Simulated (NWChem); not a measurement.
ZrSCl₂; SMILES [S]=[Zr]([Cl])[Cl]

Program: NWChem. Coordinates come from a PBE-D3(BJ)/def2-SVP optimisation. def2 effective core potentials on Zr; no spin-orbit coupling. Level MN15/def2-SVP: energy and gradient on several grids; changes count from the extra-fine grid, which is no exact limit either.

Question: Which is the coarsest grid (medium; xfine; fine; xcoarse; coarse) from which on the energy stays within 500 μHa and each gradient component within 500 μHa/bohr of xfine?

Answer: xcoarse.
| grid | size of the energy change (μHa) | largest change of a gradient component (μHa/bohr) |
|---|---|---|
| xcoarse | 200 | 90 |
| coarse | < 10 | 40 |
| medium | < 10 | < 30 |
| fine | < 10 | < 30 |
| xfine | < 10 | < 30 |
